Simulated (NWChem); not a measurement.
Atomisation of C$_{2}$H$_{4}$ClNSi

```
C
H 1 1.1033
H 1 1.1049 2 106.95
C 1 1.4553 2 109.77 3 118.72
N 4 1.1593 3 150.79 1 176.91
Si 1 1.9067 2 108.57 3 -115.70
H 6 1.4834 1 110.03 2 -177.45
H 6 1.4859 7 111.27 1 118.91
Cl 6 2.0724 7 109.39 8 120.64
```
Charge 0, spin multiplicity 1.

Everything below was run with NWChem. Structure: optimised with B3LYP/def2-SVP, a minimum by its harmonic frequencies. It is one conformer; others weren't searched.

Basis set: def2-TZVP. The atomisation energy is electronic alone: no zero-point, thermal, spin-orbit or counterpoise terms. No value is extrapolated to the basis-set limit. Free atoms are single determinants with multiplicities N 4, C 3, Si 3, Cl 2, H 2. Correlated methods freeze the same cores in atoms and molecule, 13 orbitals in all.

```
method     atomisation energy (kcal/mol)  relative cost
---------  -----------------------------  -------------
BHandHLYP                          804.0              1
BLYP                               830.0        under 3
PBE0                               837.1        under 3
B3LYP                              830.2        under 3
BP86                               859.8        under 3
PBE                                855.4        under 3
HF                                 600.2        under 3
MP2                                828.0        under 3
```

The values span 259.7 kcal/mol, from HF (lowest) to BP86 (highest). Relative cost: rough, from shared machines, SCF included, BHandHLYP = 1. Costs are the molecule's.

B3LYP has NWChem's definition, with VWN1-RPA local correlation. The structure started from a generated list of species. No SCF solution was tested for a lower state. Open-shell Hartree-Fock references start from PBE0 orbitals; any time given for them includes that run.
